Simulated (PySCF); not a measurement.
## Magnetisability: SMILES CC(C)OCC1CCC1, C8H16O

Geometry:
| atom | x (Å) | y (Å) | z (Å) |
| --- | --- | --- | --- |
| C1 | -2.440 | 1.391 | -0.171 |
| C2 | -1.778 | 0.090 | 0.290 |
| C3 | -2.815 | -0.874 | 0.857 |
| O4 | -1.148 | -0.578 | -0.797 |
| C5 | 0.151 | -0.146 | -1.125 |
| C6 | 1.229 | -0.627 | -0.152 |
| C7 | 2.678 | -0.562 | -0.669 |
| C8 | 3.113 | 0.046 | 0.672 |
| C9 | 1.638 | 0.283 | 1.023 |
| H10 | -3.178 | 1.173 | -0.939 |
| H11 | -1.703 | 2.076 | -0.585 |
| H12 | -2.930 | 1.877 | 0.668 |
| H13 | -1.033 | 0.317 | 1.065 |
| H14 | -3.524 | -1.142 | 0.078 |
| H15 | -2.328 | -1.781 | 1.206 |
| H16 | -3.346 | -0.413 | 1.685 |
| H17 | 0.343 | -0.587 | -2.109 |
| H18 | 0.194 | 0.948 | -1.224 |
| H19 | 0.961 | -1.630 | 0.185 |
| H20 | 2.784 | 0.136 | -1.498 |
| H21 | 3.135 | -1.510 | -0.943 |
| H22 | 3.742 | 0.932 | 0.616 |
| H23 | 3.588 | -0.681 | 1.327 |
| H24 | 1.337 | 1.320 | 0.871 |
| H25 | 1.322 | -0.035 | 2.015 |

Method used: PySCF, GIAO BHandHLYP/pcSseg-1 magnetisability, rotational g tensor and spin-rotation constants, non-relativistic, gas phase. Geometry: GFN2-xTB.

What are the magnetisability and the molar susceptibility?

Isotropic -1598 × 10⁻³⁰ J/T², or -96.2 × 10⁻⁶ cm³/mol; principal values -1713, -1663, -1417 × 10⁻³⁰ J/T², anisotropy 275 × 10⁻³⁰ J/T² (root of half the summed squared differences of the principal values). The susceptibility is in cgs units.

Split it along the inertial axes a, b, c into diamagnetic and paramagnetic parts about the centre of mass, with the quadrupole moment.


| axis | χ (10⁻⁶ cm³/mol) | diamagnetic (10⁻⁶ cm³/mol) | paramagnetic (10⁻⁶ cm³/mol) | summed x² of all electrons (Å²) | quadrupole Θ (D Å) |
| --- | --- | --- | --- | --- | --- |
| a | -102.5 | -521.0 | 418.5 | 353.4 | +0.25 |
| b | -99.7 | -1742.3 | 1642.7 | 65.5 | -1.26 |
| c | -86.5 | -1776.9 | 1690.4 | 57.3 | +1.01 |

Anisotropies 2χaa − χbb − χcc = -18.9 and 2χbb − χaa − χcc = -10.3 × 10⁻⁶ cm³/mol. Θ is traceless in Buckingham's convention.

And the rotational g tensor?


| axis | rotational constant (GHz) | g | nuclear part | electronic part |
| --- | --- | --- | --- | --- |
| a | 3.3583 | -0.0029 | 0.6574 | -0.6602 |
| b | 0.7799 | -0.0014 | 0.6005 | -0.6018 |
| c | 0.7591 | -0.0065 | 0.5963 | -0.6028 |

Asymmetric top; isotopes 12C, 1H, 16O; no vibrational averaging.
